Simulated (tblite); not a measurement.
Compound: C₅H₁₃AsSi.
Numbering: `[CH3:1]/[CH:2]=[CH:3]\[CH2:4][As:5]([CH3:6])[SiH3:7]` (hydrogens: H8, H9, H10 on C1; H11 on C2; H12 on C3; H13, H14 on C4; H15, H16, H17 on C6; H18, H19, H20 on Si7)

Computed with GFN2-xTB (tblite), gas phase: L-BFGS steps from a force-field or distance-geometry start until the largest atomic force falls under 0.01 eV/Å.

Step 10: E = -581.3356 eV
```
atom  x, y, z in Å  |  force x, y, z in eV/Å
C1     -2.1646   -0.3611    1.1056    0.144   0.039  -0.100
C2     -2.3915   -0.7166   -0.3376    0.008  -0.021   0.068
C3     -1.5325   -0.6504   -1.3529   -0.063   0.037   0.052
C4     -0.0865   -0.1990   -1.4321   -0.403   0.000   0.103
As5     0.6354    0.4258    0.3063    0.513  -0.097   0.567
C6      1.4338    2.2213    0.0386   -0.020   0.036  -0.149
Si7     2.3929   -1.0236    0.7963    0.109  -0.206   0.148
H8     -1.3365   -0.9570    1.4940   -0.045  -0.021   0.140
H9     -1.8814    0.6890    1.1667   -0.062   0.078   0.152
H10    -3.0193   -0.5069    1.7566   -0.288  -0.194  -0.286
H11    -3.3971   -1.0729   -0.5352    0.100  -0.017  -0.191
H12    -1.9212   -0.9681   -2.3163    0.055   0.006  -0.070
H13    -0.0055    0.5852   -2.1790   -0.208   0.543  -0.061
H14     0.4952   -0.9924   -1.8920    0.199  -0.505   0.216
H15     1.1880    2.7473    0.9595    0.009   0.160   0.111
H16     2.4943    2.3533   -0.1205    0.298  -0.308  -0.137
H17     0.9104    2.7262   -0.7610   -0.175   0.157  -0.280
H18     3.4935   -0.3620    1.5363   -0.111  -0.034  -0.279
H19     2.9509   -2.0899   -0.0768   -0.041   0.404  -0.059
H20     1.7367   -1.8375    1.8404   -0.018  -0.058   0.054
```

Step 11: E = -581.4022 eV
```
atom  x, y, z in Å  |  force x, y, z in eV/Å
C1     -2.1974   -0.3710    1.1146    0.061   0.020  -0.121
C2     -2.4060   -0.7205   -0.3302    0.084  -0.031  -0.124
C3     -1.5318   -0.6439   -1.3319    0.102   0.060  -0.100
C4     -0.0879   -0.1906   -1.4125   -0.147   0.098   0.361
As5     0.6514    0.4272    0.3353    0.239   0.102   0.394
C6      1.4484    2.2260    0.0288   -0.051  -0.231  -0.205
Si7     2.4062   -1.0080    0.7707    0.044  -0.363   0.352
H8     -1.3849   -0.9746    1.5199    0.068   0.048   0.100
H9     -1.9401    0.6837    1.1913    0.086   0.076   0.123
H10    -3.0614   -0.5278    1.7442   -0.405  -0.212  -0.189
H11    -3.4032   -1.0828   -0.5671    0.142   0.020  -0.048
H12    -1.8920   -0.9563   -2.3052   -0.088  -0.044  -0.118
H13     0.0168    0.6028   -2.1507   -0.314   0.431  -0.028
H14     0.5202   -0.9776   -1.8547    0.030  -0.479   0.189
H15     1.2234    2.7726    0.9374   -0.025   0.235   0.179
H16     2.5075    2.3281   -0.1522    0.321  -0.261  -0.118
H17     0.9198    2.7017   -0.7834   -0.189   0.214  -0.268
H18     3.5003   -0.3612    1.5157   -0.003   0.034  -0.213
H19     2.9574   -2.0795   -0.0806    0.035   0.311  -0.219
H20     1.7480   -1.8375    1.8075    0.010  -0.029   0.052
```

**Question.** Estimate the geometry and energy of step 12. (The exact step hangs on the optimiser's Hessian estimate; all steps are aligned on step 11, rigid shifts and turns removed.)

**Answer.** E = -581.4550 eV, largest force 0.577 eV/Å
```
atom  x, y, z in Å  |  force x, y, z in eV/Å
C1     -2.2259   -0.3793    1.1215   -0.072  -0.015  -0.081
C2     -2.4170   -0.7246   -0.3261    0.167  -0.009  -0.238
C3     -1.5303   -0.6374   -1.3159    0.210   0.064  -0.201
C4     -0.0891   -0.1816   -1.3913    0.156   0.151   0.433
As5     0.6695    0.4301    0.3682   -0.045   0.252   0.162
C6      1.4610    2.2282    0.0167   -0.033  -0.257  -0.161
Si7     2.4188   -1.0011    0.7547   -0.043  -0.376   0.435
H8     -1.4258   -0.9886    1.5441    0.107   0.123   0.046
H9     -1.9896    0.6800    1.2151    0.167   0.015   0.089
H10    -3.1047   -0.5500    1.7288   -0.372  -0.191  -0.173
H11    -3.4056   -1.0910   -0.5956    0.151   0.041   0.070
H12    -1.8681   -0.9468   -2.2975   -0.171  -0.066  -0.125
H13     0.0300    0.6248   -2.1249   -0.362   0.185   0.107
H14     0.5410   -0.9719   -1.8175   -0.194  -0.276   0.205
H15     1.2543    2.7982    0.9198    0.009   0.182   0.032
H16     2.5233    2.3009   -0.1819    0.173  -0.208  -0.079
H17     0.9251    2.6836   -0.8071   -0.111   0.177  -0.140
H18     3.5064   -0.3598    1.4938    0.132   0.100  -0.112
H19     2.9638   -2.0647   -0.0883    0.118   0.170  -0.376
H20     1.7578   -1.8384    1.7804    0.014  -0.062   0.107
```

The energy changes by -0.0527 eV. The first-order estimate −F·Δx gives -0.0736 eV and the mean of the old and new forces, exact on a quadratic surface, -0.0527 eV. The step makes an angle of 72° with the force vector and moves no atom by more than 0.055 Å.

The cost below is that of the whole relaxation. On an Arm Neoverse N1 with one thread, shared host with 64 logical CPUs at a one-minute load of 53, this took 3.0 s.
